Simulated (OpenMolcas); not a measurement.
I+: Slater's ratio, worked from levels

| Item | Value |
| --- | --- |
| Program | OpenMolcas 26.06 |
| Basis | ANO-R3 [8s7p5d4f3g2h] |
| Scalar Hamiltonian | X2C, finite nucleus |
| Active space | 6 electrons in 8 orbitals (5s 5p 6s 6p) |
| State averaging | 2S+1 = 3 even, 3 roots; 2S+1 = 1 even, 6 roots; 2S+1 = 3 odd, 1 root |
| Spin-orbit coupling | RASSI with atomic mean-field integrals over the reference wave functions, term energies averaged over their components |

Methods: CASSCF; SS-CASPT2, IPEA 0.25 Eh, imaginary shift 0.1 Eh (closed shells correlated: 4d). Measured levels: NIST Handbook of Basic Atomic Spectroscopic Data.

**Slater's ratio.** With one set of orbitals, p4 has ¹D - ³P = 6 F2 and ¹S - ¹D = 9 F2 (F2 = F²/25), a ratio of 3/2. Term energies are centres of gravity, weighted by 2J + 1.

```
   Source  ¹D - ³P  ¹S - ³P  F2 from the first  Ratio
   CASSCF    12640    24670               2107  0.952
SS-CASPT2    10757    26985               1793  1.509
 measured    10648    26423               1775  1.481
```

Energies in cm-1. A ratio away from 3/2 shows effects beyond one configuration with one set of orbitals, and in heavier atoms second-order spin-orbit shifts. In CASSCF the valence s occupation is 1.95 in ¹S against 2.00 in ¹D: mixing out of s² acts most on ¹S and pulls it down.

CASPT2 does not keep the components of a term degenerate, so their means are used; among the terms shown or strongly mixed into the levels shown the widest spread is 83 cm-1 (5s² 5p⁴ ¹D, SS-CASPT2). The run also gave levels led by 5s² 5p³ 6s, which use shells meant for correlation; these and all levels above them are left out. Measured partners are found by configuration, term and J. A level has none where our copy of the source lacks it or the pairing is in doubt (some pairs that miss far off the trend of their configuration count as doubtful), and it then counts in no deviation. Only configurations of the active space appear.
